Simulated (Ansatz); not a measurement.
Ga, charge +1, singlet; B97M-V/cc-pVTZ in Ansatz (a quantum-chemistry and plane-wave program).

Ansatz was given this input:
Ansatz 0.2 input:
```yaml
crystal:
  periodic: [false, false, false]
  atoms:
    - {symbol: Ga, position_ang: [0.00000000, 0.00000000, 0.00000000]}
basis:
  gaussian:
    orbitals: cc-pVTZ
hamiltonian:
  xc: {name: B97M-V}
total_charge: 1
accuracy: high
```

Output, abridged:

```
Functional definition: B97M-V
448 factors; integrals over basis functions are off by at most 3.6e-9 eV
mean field evaluation 1: about -52361.5033 eV, gradient 3.3e0 eV
mean field evaluation 2: about -52361.5362 eV, gradient 2.4e0 eV
mean field evaluation 4: about -52361.5435 eV, gradient 1.2e-2 eV
mean field evaluation 8: about -52361.5422 eV, gradient 4.9e-4 eV
mean field -52361.54217470 eV, -1924.2511829923 hartree, gradient 3.5e-8 eV, S^2 0.000000; 0 other end points of the search recorded, 0 dependent functions left out
reference -52361.54217890 eV, -1924.2511831467 hartree; 15, 15 occupied and 28, 28 virtual orbitals, 448 factors
Total energy: -52361.54217890 eV, -1924.2511831467 hartree
```
